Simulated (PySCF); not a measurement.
Isomers of C7H9F3. Level of theory: PySCF, PBE0-D3(BJ)/def2-SVP geometry optimisation, gas phase. Energies are electronic, without zero-point or thermal terms, for one conformer each. No frequencies were run at this level. Point groups hold within 0.08 Å.

Task: Order them by energy at this level, lowest first, and give relative energies in kcal/mol.
A. `[CH2:1]=[C:2]([CH3:3])/[C:4]([CH3:5])=[CH:6]/[C:7]([F:8])([F:9])[F:10]` with C1–C2–C4–C5 0°
B. `CC(C)=C=C(C)C(F)(F)F`
C. `[CH2:1]=[CH:2][C@H:3]1[CH2:4][C@@H:5]([C:6]([F:7])([F:8])[F:9])[CH2:10]1` with C1–C2–C3–C4 131°, C2–C3–C4–C5 140°, C3–C4–C5–C6 -140°, C4–C5–C10–C3 19°, C2–C3–C10–C5 -141°
D. `[F:1][C:2]([F:3])([F:4])[CH2:5][C@@H:6]1[CH2:7][C@@H:8]2[CH2:9][C@H:10]12` with C2–C5–C6–C7 -70°

Result: A (0.0), C (1.7), D (4.7), B (8.5).

As drawn, the highest has cumulated double bonds, which the lowest lacks. Neighbours under 2.5 kcal/mol apart (C=C(C)/C(C)=C/C(F)(F)F and C=C[C@H]1C[C@@H](C(F)(F)F)C1) can change places with a better method, another conformer or zero-point energy.

```tsv
SMILES	E (Eh)	E rel (kcal/mol)	dipole (D)	point group	A, B, C (MHz)
C=C(C)/C(C)=C/C(F)(F)F	-570.65320	0.0	2.78	–	2450, 761.4, 651.3
C=C[C@H]1C[C@@H](C(F)(F)F)C1	-570.65046	1.7	2.16	near Cs	3392, 645.5, 630.7
FC(F)(F)C[C@@H]1C[C@@H]2C[C@@H]21	-570.64564	4.7	2.34	C1	3077, 748.1, 725.4
CC(C)=C=C(C)C(F)(F)F	-570.63962	8.5	2.94	–	2126, 744.2, 708.0
```
